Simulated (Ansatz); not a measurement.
Reaction (ligand exchange at the Sn–O bond): `[OH][Sn][N]([SiH3])[SiH3]` + HCl → `[SiH3][N]([SiH3])[Sn][Cl]` + H₂O

Gas-phase electronic energies from Ansatz, PBE0-D4/def2-TZVP geometries. CCSD(T)/CBS is the MP2 limit (def2-TZVPP, def2-QZVPP) plus CCSD(T) − MP2 in def2-TZVPP, frozen cores. This one scheme is used for every species. DFT in def2-TZVPP. Elements past krypton have def2 core potentials. For Sn outer-core shells are correlated without core-valence functions, which leaves a few kJ/mol of doubt a bond. One conformer a species, not always the lowest.

CCSD(T)/CBS gives -17.8 kcal/mol.

(1) Another level gave -16.6 kcal/mol. Which?
A. revPBE/def2-TZVPP
B. RPA@PBE/def2-TZVPP
C. BHLYP/def2-TZVPP
D. BHLYP-D4/def2-TZVPP

(2) What do rigid-rotor, harmonic-oscillator terms from PBE0-D4/def2-TZVP frequencies (298.15 K, 1 bar) make of the CCSD(T)/CBS value? (Estimate.)

Largest T1 diagnostic among the species: 0.016.

Results:

(1) A. revPBE -16.6, BHLYP-D4 -19.4, BHLYP -18.1, RPA@PBE/def2-TZVPP -15.3 kcal/mol.

(2) Computed: ΔZPE = +1.8 kcal/mol, ΔH = -15.9 kcal/mol, ΔS = 0 J/(mol·K), ΔG = -15.9 kcal/mol. Modes under 50 cm⁻¹ make the entropy rough.

Leaving LDA and LC-ωPBE aside and taking each functional with its dispersion term where it has one, the values, not all of them listed here, spread over 3.0 kcal/mol, from BHLYP-D4 to BLYP-D4. In def2-TZVPP, CCSD(T) changes the Hartree–Fock value by +3.3 kcal/mol (the triples alone add +0.4 kcal/mol) and MP2 by +2.3 kcal/mol. From PBE to PBE0 (25 % exact exchange), in def2-TZVPP and without D4, ΔE moves by −1.7 kcal/mol.

CCSD(T)/CBS has its own doubt, a few kJ/mol and more with outer-core shells, so smaller differences from it don't rank the levels.
